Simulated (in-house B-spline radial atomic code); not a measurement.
Ionisation energies along the 14-electron series, configuration [Ne] 3s2 3p2, as differences of self-consistent energies. Dirac energy differences include first-order Breit, QED and recoil terms. NIST's values go from ground level to ground level; the uncertainty of those that are theory runs from under 0.1 % in few-electron ions to several per cent in heavy many-electron ones. Computed with a B-spline radial code for spherical atoms: Dirac-Hartree-Fock, average of the configuration, finite nuclei.

```json
{"ion": "Si", "configuration after": "[Ne] 3s2 3p1", "ionisation energy (eV)": "7.1", "IE/(q+1)² (eV)": "7.1041", "Breit and QED recoil part (eV)": "-0.00014799", "tabulated value (eV)": "8.15168", "tabulated kind": "measured", "computed minus tabulated (eV)": "-1.0"}
{"ion": "P+", "configuration after": "[Ne] 3s2 3p1", "ionisation energy (eV)": "18.5", "IE/(q+1)² (eV)": "4.6147", "Breit and QED recoil part (eV)": "-0.0016226", "tabulated value (eV)": "19.76949", "tabulated kind": "semi-empirical", "computed minus tabulated (eV)": "-1.3"}
{"ion": "S2+", "configuration after": "[Ne] 3s2 3p1", "ionisation energy (eV)": "33.3", "IE/(q+1)² (eV)": "3.6997", "Breit and QED recoil part (eV)": "-0.0041105", "tabulated value (eV)": "34.86", "tabulated kind": "semi-empirical", "computed minus tabulated (eV)": "-1.6"}
{"ion": "Cl3+", "configuration after": "[Ne] 3s2 3p1", "ionisation energy (eV)": "51.4", "IE/(q+1)² (eV)": "3.2153", "Breit and QED recoil part (eV)": "-0.0077166", "tabulated value (eV)": "53.24", "tabulated kind": "semi-empirical", "computed minus tabulated (eV)": "-1.8"}
{"ion": "Ar4+", "configuration after": "[Ne] 3s2 3p1", "ionisation energy (eV)": "?", "IE/(q+1)² (eV)": "?", "Breit and QED recoil part (eV)": "?", "tabulated value (eV)": "?", "tabulated kind": "semi-empirical", "computed minus tabulated (eV)": "?"}
{"ion": "K5+", "configuration after": "[Ne] 3s2 3p1", "ionisation energy (eV)": "97.3", "IE/(q+1)² (eV)": "2.704", "Breit and QED recoil part (eV)": "-0.018896", "tabulated value (eV)": "99.44", "tabulated kind": "semi-empirical", "computed minus tabulated (eV)": "-2.1"}
{"ion": "Ca6+", "configuration after": "[Ne] 3s2 3p1", "ionisation energy (eV)": "125.0", "IE/(q+1)² (eV)": "2.5514", "Breit and QED recoil part (eV)": "-0.026777", "tabulated value (eV)": "127.21", "tabulated kind": "semi-empirical", "computed minus tabulated (eV)": "-2.2"}
{"ion": "Sc7+", "configuration after": "[Ne] 3s2 3p1", "ionisation energy (eV)": "155.8", "IE/(q+1)² (eV)": "2.4344", "Breit and QED recoil part (eV)": "-0.036309", "tabulated value (eV)": "158.08", "tabulated kind": "semi-empirical", "computed minus tabulated (eV)": "-2.3"}
{"ion": "Ti8+", "configuration after": "[Ne] 3s2 3p1", "ionisation energy (eV)": "189.7", "IE/(q+1)² (eV)": "2.3419", "Breit and QED recoil part (eV)": "-0.047744", "tabulated value (eV)": "192.1", "tabulated kind": "semi-empirical", "computed minus tabulated (eV)": "-2.4"}
{"ion": "V9+", "configuration after": "[Ne] 3s2 3p1", "ionisation energy (eV)": "226.7", "IE/(q+1)² (eV)": "2.2668", "Breit and QED recoil part (eV)": "-0.061205", "tabulated value (eV)": "230.5", "tabulated kind": "semi-empirical", "computed minus tabulated (eV)": "-3.8"}
{"ion": "Cr10+", "configuration after": "[Ne] 3s2 3p1", "ionisation energy (eV)": "266.8", "IE/(q+1)² (eV)": "2.2046", "Breit and QED recoil part (eV)": "-0.076892", "tabulated value (eV)": "270.8", "tabulated kind": "semi-empirical", "computed minus tabulated (eV)": "-4.0"}
{"ion": "Mn11+", "configuration after": "[Ne] 3s2 3p1", "ionisation energy (eV)": "309.9", "IE/(q+1)² (eV)": "2.1522", "Breit and QED recoil part (eV)": "-0.094882", "tabulated value (eV)": "314.4", "tabulated kind": "semi-empirical", "computed minus tabulated (eV)": "-4.5"}
{"ion": "Fe12+", "configuration after": "[Ne] 3s2 3p1", "ionisation energy (eV)": "356.2", "IE/(q+1)² (eV)": "2.1075", "Breit and QED recoil part (eV)": "-0.11542", "tabulated value (eV)": "361", "tabulated kind": "semi-empirical", "computed minus tabulated (eV)": "-4.8"}
{"ion": "Co13+", "configuration after": "[Ne] 3s2 3p1", "ionisation energy (eV)": "?", "IE/(q+1)² (eV)": "?", "Breit and QED recoil part (eV)": "?", "tabulated value (eV)": "?", "tabulated kind": "semi-empirical", "computed minus tabulated (eV)": "?"}
{"ion": "Ni14+", "configuration after": "[Ne] 3s2 3p1", "ionisation energy (eV)": "457.9", "IE/(q+1)² (eV)": "2.0352", "Breit and QED recoil part (eV)": "-0.16468", "tabulated value (eV)": "462.8", "tabulated kind": "semi-empirical", "computed minus tabulated (eV)": "-4.9"}
{"ion": "Cu15+", "configuration after": "[Ne] 3s2 3p1", "ionisation energy (eV)": "?", "IE/(q+1)² (eV)": "?", "Breit and QED recoil part (eV)": "?", "tabulated value (eV)": "?", "tabulated kind": "semi-empirical", "computed minus tabulated (eV)": "?"}
{"ion": "Zn16+", "configuration after": "[Ne] 3s2 3p1", "ionisation energy (eV)": "572.0", "IE/(q+1)² (eV)": "1.9794", "Breit and QED recoil part (eV)": "-0.22579", "tabulated value (eV)": "577.8", "tabulated kind": "semi-empirical", "computed minus tabulated (eV)": "-5.8"}
{"ion": "Ga17+", "configuration after": "[Ne] 3s2 3p1", "ionisation energy (eV)": "633.7", "IE/(q+1)² (eV)": "1.956", "Breit and QED recoil part (eV)": "-0.26119", "tabulated value (eV)": "640", "tabulated kind": "semi-empirical", "computed minus tabulated (eV)": "-6.3"}
{"ion": "Ge18+", "configuration after": "[Ne] 3s2 3p1", "ionisation energy (eV)": "698.5", "IE/(q+1)² (eV)": "1.935", "Breit and QED recoil part (eV)": "-0.30009", "tabulated value (eV)": "706.7", "tabulated kind": "semi-empirical", "computed minus tabulated (eV)": "-8.2"}
{"ion": "As19+", "configuration after": "[Ne] 3s2 3p1", "ionisation energy (eV)": "766.5", "IE/(q+1)² (eV)": "1.9161", "Breit and QED recoil part (eV)": "-0.34276", "tabulated value (eV)": "774", "tabulated kind": "semi-empirical", "computed minus tabulated (eV)": "-7.5"}
{"ion": "Se20+", "configuration after": "[Ne] 3s2 3p1", "ionisation energy (eV)": "837.5", "IE/(q+1)² (eV)": "1.8991", "Breit and QED recoil part (eV)": "-0.38916", "tabulated value (eV)": "845.8", "tabulated kind": "semi-empirical", "computed minus tabulated (eV)": "-8.3"}
{"ion": "Br21+", "configuration after": "[Ne] 3s2 3p1", "ionisation energy (eV)": "911.6", "IE/(q+1)² (eV)": "1.8835", "Breit and QED recoil part (eV)": "-0.43975", "tabulated value (eV)": "920.8", "tabulated kind": "semi-empirical", "computed minus tabulated (eV)": "-9.2"}
{"ion": "Kr22+", "configuration after": "[Ne] 3s2 3p1", "ionisation energy (eV)": "988.9", "IE/(q+1)² (eV)": "1.8694", "Breit and QED recoil part (eV)": "-0.49434", "tabulated value (eV)": "999", "tabulated kind": "semi-empirical", "computed minus tabulated (eV)": "-10.1"}
```

Task: Fill in the row of Ar4+.

Result: ionisation energy (eV): 72.8; IE/(q+1)² (eV): 2.9124; Breit and QED recoil part (eV): -0.012568; tabulated value (eV): 74.84; computed minus tabulated (eV): -2.0.

Task: Fill in the row of Co13+.

Result: ionisation energy (eV): 405.5; IE/(q+1)² (eV): 2.0689; Breit and QED recoil part (eV): -0.13858; tabulated value (eV): 410; computed minus tabulated (eV): -4.5.

Task: Fill in the row of Cu15+.

Result: ionisation energy (eV): 513.4; IE/(q+1)² (eV): 2.0056; Breit and QED recoil part (eV): -0.1936; tabulated value (eV): 518.7; computed minus tabulated (eV): -5.3.

Where a p, d or f electron is removed, the computed value is a mean over both j, so it misses the tabulated one by a part of the spin-orbit splitting; averaging over terms and missing correlation add to the gap, relatively most at low charge.
